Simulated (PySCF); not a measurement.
A PySCF script (with the pyscf-properties extension) for the NMR shieldings of `C=CC[C@@H]1CS[Si@H](O)C1=C`, C₇H₁₂OSSi, on a GFN2-xTB geometry:

```python
import basis_set_exchange as bse
import numpy as np
from pyscf import gto, dft
from pyscf.prop import nmr

atoms = """
C     2.748050    0.692660   -1.541314
C     2.340953    0.487089   -0.302835
C     0.949318    0.742119    0.179657
C     0.259795   -0.559124    0.635816
C     0.042835   -1.491841   -0.552760
S    -1.281647   -0.869952   -1.649293
Si   -2.478303   -0.204025    0.004726
O    -3.199229    1.220586   -0.274515
C    -1.069387   -0.230097    1.262631
C    -1.209474    0.001774    2.559393
H     3.759565    0.492489   -1.852429
H     2.082588    1.073847   -2.298885
H     3.023593    0.094459    0.441077
H     0.978693    1.433118    1.027006
H     0.357531    1.197660   -0.617331
H     0.909208   -1.064878    1.360048
H    -0.253910   -2.486148   -0.218210
H     0.940362   -1.572285   -1.163680
H    -3.596290   -1.078192    0.306030
H    -2.769599    1.930474   -0.747016
H    -2.167332    0.247025    2.985413
H    -0.377731   -0.037373    3.247384
"""
names = dict.fromkeys(["C", "S", "Si", "O", "H"], "pcSseg-1")
basis = {el: gto.basis.parse(bse.get_basis(n, elements=[el], fmt="nwchem")) for el, n in names.items()}
mol = gto.M(atom=atoms, basis=basis, charge=0, verbose=0)
mf = dft.RKS(mol, xc="PBE0")
mf.grids.level = 2
mf.grids.alignment = dft.numint.BLKSIZE   # the property module wants whole blocks of grid points
mf.conv_tol = 1e-9
mf.kernel()

calc = nmr.RKS(mf)   # GIAO
C = mf.mo_coeff
Co = C[:, mf.mo_occ > 0]
resp = mf.gen_response(singlet=True, hermi=2)
def vind(x):   # induced exchange potential for any number of trial vectors
    d = np.einsum("pi,xij,qj->xpq", C, 2 * x.reshape(-1, C.shape[1], Co.shape[1]), Co, optimize=True)
    return np.einsum("xpq,pi,qj->xij", resp(d - d.transpose(0, 2, 1)), C, Co, optimize=True).ravel()
mo1, _ = nmr.rhf.solve_mo1(calc, with_cphf=vind)
sigma = calc.kernel(mo1)
for i, s in enumerate(sigma):   # ppm
    w = np.linalg.eigvalsh((s + s.T) / 2)
    print("%2d %-2s iso %8.1f  s11 %8.1f  s22 %8.1f  s33 %8.1f" % (i, mol.atom_pure_symbol(i), w.mean(), *w))
```

**Question.** Give the expected output.

**Answer.** 
```
 0 C  iso     62.0  s11    -51.8  s22     80.3  s33    157.4
 1 C  iso     41.0  s11    -78.3  s22     46.1  s33    155.1
 2 C  iso    140.6  s11    115.9  s22    137.7  s33    168.3
 3 C  iso    135.9  s11    121.7  s22    135.2  s33    150.8
 4 C  iso    150.7  s11    117.0  s22    162.3  s33    172.6
 5 S  iso    645.3  s11    546.4  s22    604.6  s33    784.9
 6 Si iso    349.8  s11    314.7  s22    349.3  s33    385.3
 7 O  iso    286.9  s11    261.5  s22    289.6  s33    309.6
 8 C  iso     21.9  s11    -86.1  s22      1.4  s33    150.4
 9 C  iso     53.5  s11    -63.3  s22     62.9  s33    160.9
10 H  iso     26.3  s11     23.2  s22     25.3  s33     30.4
11 H  iso     26.2  s11     22.3  s22     25.3  s33     30.9
12 H  iso     25.7  s11     22.7  s22     25.6  s33     28.8
13 H  iso     29.7  s11     25.1  s22     29.7  s33     34.4
14 H  iso     29.0  s11     25.4  s22     29.8  s33     31.7
15 H  iso     29.5  s11     26.5  s22     27.0  s33     34.9
16 H  iso     29.0  s11     22.1  s22     27.8  s33     37.0
17 H  iso     28.7  s11     23.7  s22     27.2  s33     35.2
18 H  iso     26.3  s11     22.4  s22     23.9  s33     32.5
19 H  iso     30.0  s11     21.8  s22     26.2  s33     41.9
20 H  iso     25.8  s11     22.4  s22     24.0  s33     30.9
21 H  iso     25.4  s11     21.8  s22     23.9  s33     30.5
```

These numbers come from an equivalent density-fitted implementation of the same equations, which agrees with the script to about 0.01 ppm for H and up to a few tenths of a ppm for heavy atoms, so last digits may differ.

**Question.** Turn these shieldings into chemical shifts. Scale: 13C (σ = 186.93 ppm) and 29Si (σ = 349.16 ppm) and 1H (σ = 31.72 ppm) against TMS; CS2 for 33S (σ = 503.73 ppm); H2O for 17O (σ = 336.08 ppm) (reference shieldings calculated alike).

**Answer.** Averaging equivalent atoms: C 8: 165.0; C 1: 145.9; C 9: 133.4; C 0: 124.9; C 3: 51.0; C 2: 46.3; C 4: 36.3; S 5: -142; Si 6: -0.6; O 7: 49.2; H 21: 6.35; H 12: 5.99; H 20: 5.95; H 11: 5.55; H 18: 5.46; H 10: 5.41; H 17: 3.01; H 14: 2.77; H 16: 2.77; H 15: 2.26; H 13: 1.99; H 19: 1.76 ppm. Experimental scales use liquid or dissolved standards, which lie at an offset from isolated H2O (liquid H2O: subtract about 36 ppm).

Size and cost of the density-fitted run: 244 basis functions, 2.7 min wall time on 1 thread of an Intel Xeon, shared host; peak memory 1.1 GiB.
